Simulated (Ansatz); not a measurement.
Total energies of C2H7BSi (`C=CB[SiH3]`).

```xyz
11

C     1.8352   -0.8377    1.0791
C     0.8279   -0.7061    0.2050
B    -0.1375    0.4845    0.3000
Si   -1.6575    0.7330   -1.0033
H     2.5433   -1.6621    1.0432
H     1.9812   -0.1063    1.8689
H     0.7303   -1.4685   -0.5667
H     0.0529    1.2660    1.1906
H    -1.1274    0.7874   -2.3986
H    -2.4755    1.9558   -0.7791
H    -2.5729   -0.4459   -0.9391
```

Charge 0, multiplicity 1. All single points use the PBE0-D4/def2-TZVP geometry. It is one conformer, not always the lowest. Basis def2-TZVPP, Ansatz.

RPA on PBE orbitals: Hartree–Fock energy of these orbitals -393.38317 Eh, correlation -1.00009 Eh (frozen core).

```tsv
functional	energy without D4 (Eh)	D4 term (kJ/mol)
LDA (SPW92)	-392.52155	–
PBE	-394.43958	-18.8
revPBE	-394.66244	-58.9
r2SCAN	-394.65441	-4.7
B97M-V	-394.69577	–
PBE0	-394.49043	-15.8
B3LYP	-394.79203	-30.2
r2SCAN0	-394.64300	-5.5
HSE06 (plane-wave form)	-394.47655	-14.7
BHLYP	-394.69392	-22.6
CAM-B3LYP	-394.69298	-16.0
LC-ωPBE	-394.58155	–
ωB97X-V	-394.67885	–
PBE-QIDH	-394.38687	–
```

Task: Give the same for BLYP, r2SCANh, ωB97M-V, B2PLYP. (An estimate is asked.)

Result: The calculation gave: 
| functional | energy without D4 (Eh) | D4 term (kJ/mol) |
| --- | --- | --- |
| BLYP | -394.69240 | -41.5 |
| r2SCANh | -394.64950 | -5.0 |
| ωB97M-V | -394.66394 | – |
| B2PLYP | -394.52812 | – |

B3LYP takes the VWN-RPA correlation (the form of Gaussian; ORCA's B3LYP/G). HSE06 is the plane-wave form, built on full-range PBE exchange. The double hybrids freeze the cores in their second-order part.

LC-ωPBE has ω = 0.4 bohr⁻¹.
